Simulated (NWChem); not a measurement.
System: CH₃AlClFS; SMILES [F][Al]([Cl])[S]C

Parts of the log:

```
             Northwest Computational Chemistry Package (NWChem) 7.3.0
             --------------------------------------------------------

 C1  symmetry detected

                             Geometry "geometry" -> ""
                             -------------------------

 Output coordinates in angstroms (scale by  1.889725989 to convert to a.u.)

  No.       Tag          Charge          X              Y              Z
 ---- ---------------- ---------- -------------- -------------- --------------
    1 Al                  13.0000    -0.28002141     0.39624511     0.00004361
    2 Cl                  17.0000     0.48438704     2.33295436    -0.00015442
    3 F                    9.0000    -1.92664603     0.17374469     0.00028884
    4 S                   16.0000     0.99042682    -1.33918418     0.00034187
    5 C                    6.0000    -0.26457198    -2.67868171    -0.00061070
    6 H                    1.0000    -1.28906768    -2.28536240     0.00277508
    7 H                    1.0000    -0.11031788    -3.29768709     0.89289326
    8 H                    1.0000    -0.11449870    -3.29302624    -0.89801536

 Effective nuclear repulsion energy (a.u.)     327.2713887919

                                 NWChem DFT Module
                                 -----------------

 Summary of "ao basis" -> "ao basis" (spherical)
 ------------------------------------------------------------------------------
       Tag                 Description            Shells   Functions and Types
 ---------------- ------------------------------  ------  ---------------------
 Al                        6-311++g**               14       30   7s6p1d
 Cl                        6-311++g**               14       30   7s6p1d
 F                         6-311++g**               10       22   5s4p1d
 S                         6-311++g**               14       30   7s6p1d
 C                         6-311++g**               10       22   5s4p1d
 H                         6-311++g**                5        7   4s1p

            General Information
            -------------------
          SCF calculation type: DFT
          Wavefunction type:  closed shell.
          No. of atoms     :     8
          No. of electrons :    64
           Alpha electrons :    32
            Beta electrons :    32
          Charge           :     0
          Spin multiplicity:     1
          Use of symmetry is: off; symmetry adaption is: off
          Maximum number of iterations: 150
          AO basis - number of functions:   155
                     number of shells:    77
          Convergence on energy requested:  1.00D-06
          Convergence on density requested:  1.00D-05
          Convergence on gradient requested:  5.00D-04

              XC Information
              --------------
                         B3LYP Method XC Potential
                     Hartree-Fock (Exact) Exchange  0.200
                        Slater Exchange Functional  0.800 local
                    Becke 1988 Exchange Functional  0.720 non-local
              Lee-Yang-Parr Correlation Functional  0.810
                  VWN I RPA Correlation Functional  0.190 local

             Grid Information
             ----------------
          Grid used for XC integration:  medium
          Radial quadrature: Mura-Knowles
          Angular quadrature: Lebedev.
          Tag              B.-S. Rad. Rad. Pts. Rad. Cut. Ang. Pts.
          ---              ---------- --------- --------- ---------
          Al                  1.25       88          14.0       590
          Cl                  1.00       88          17.0       590
          F                   0.50       49          13.0       434
          S                   1.00       88          13.0       590
          C                   0.70       49          15.0       434
          H                   0.35       45          16.0       434
          Grid pruning is: on
          Number of quadrature shells:   497
          Spatial weights used:  Erf1

      Superposition of Atomic Density Guess
      -------------------------------------

 Sum of atomic energies:       -1237.40924519

      Non-variational initial energy
      ------------------------------

 Total energy =   -1238.718364
 1-e energy   =   -2364.006739
 2-e energy   =     798.016986
 HOMO         =      -0.311317
 LUMO         =      -0.039248

     ---------------------------------------------
      Total Density - Mulliken Population Analysis
     ---------------------------------------------

    Atom       Charge   Shell Charges
 -----------   ------   -------------------------------------------------------
    1 Al  13    11.99   0.79  1.18  0.99  1.01  0.64  0.23  2.10  3.83  0.38  0.41  0.05  0.07  0.14  0.19
    2 Cl  17    17.31   0.78  1.19  0.91  1.08  0.99  1.03  7.41 -1.50  1.05  3.19  1.47 -0.15 -0.14  0.01
    3 F    9     9.53   1.08  0.92  1.23  1.10  2.58  0.91  1.88 -0.16 -0.01  0.00
    4 S   16    16.17   0.78  1.19  0.95  1.04  1.08  0.86  1.85  4.06  0.99  2.79  0.82 -0.19 -0.06  0.03
    5 C    6     6.57   1.10  0.89  0.55  0.78  1.50  0.57  1.10  0.09 -0.05  0.04
    6 H    1     0.81   0.24  0.43  0.10  0.01  0.02
    7 H    1     0.80   0.24  0.43  0.09  0.01  0.02
    8 H    1     0.80   0.24  0.43  0.09  0.01  0.02

[...]
```

Level: B3LYP/6-311++G** (spherical d). The geometry was optimised at PBE0/def2-SVP. B3LYP is NWChem's, with the RPA form of VWN correlation.

Problem. Write an input that gives this output.

Solution. This is not unique; one that fits is the input that was run:
```
start job
memory heap 200 mb stack 900 mb global 1100 mb
geometry units angstroms noautoz
  Al    -0.276948     0.397598    -0.000173
  Cl     0.490334     2.333170     0.001375
  F     -1.923901     0.177542    -0.000701
  S      0.990923    -1.339715    -0.000721
  C     -0.266062    -2.677347    -0.003148
  H     -1.289974    -2.282510     0.000159
  H     -0.113056    -3.297256     0.889944
  H     -0.116570    -3.291235    -0.900962
end
basis spherical
  * library 6-311++g**
end
dft
  xc b3lyp
  iterations 150
  mulliken
end
task dft energy
```
